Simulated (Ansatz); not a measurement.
`[SiH3]C(Cl)Cl` → `ClCCl` + `[SiH2]` at 400 K and 1 bar (silylene formation by 1,1-elimination).

Calculated with Ansatz (gas phase, PBE0-D4/def2-TZVP geometries, no zero-point term in ΔE). CBS: MP2 limit from def2 TZ/QZ plus the TZ coupled-cluster correction, frozen cores. This one scheme is used for every species.

```csv
species,CCSD(T)/CBS energy (Eh),H − E (kJ/mol),S (J/(mol·K))
`[SiH3]C(Cl)Cl`,-1249.07910,143.4,356.3
`ClCCl`,-958.80256,94.9,286.0
`[SiH2]`,-290.19011,44.2,218.1
```

H − E and S are ideal-gas, rigid-rotor, harmonic terms from PBE0-D4/def2-TZVP. 1 Eh = 2625.50 kJ/mol, R = 8.31446 J/(mol·K).

Task: By hand: ΔE, ΔH, ΔS and ΔG.

Result: ΔE = (-958.80256) + (-290.19011) − (-1249.07910) = 0.08643 Eh = 226.9 kJ/mol. Δ(H − E) = 94.9 + 44.2 − 143.4 = -4.3, so ΔH = 222.6 kJ/mol. ΔS = 286.0 + 218.1 − 356.3 = 147.8 J/(mol·K). ΔG = 222.6 − 400 × (147.8)/1000 = 163.5 kJ/mol.

Task: By hand: the equilibrium constant, and the temperature at which ΔG would vanish if ΔH and ΔS stayed fixed.

Result: log₁₀ K = −ΔG/(RT ln 10) = -21.4. ΔG = 0 at ΔH/ΔS = 1506 K.

The number of gas molecules changes by +1, which sets the sign of ΔS. A doubt of 5 kJ/mol in ΔE shifts log₁₀ K by 0.7 here. These are equilibria of isolated gas molecules and say nothing of rates. Largest T1 diagnostic: 0.014 (customary marks: 0.02 for closed shells, 0.045 for open ones).
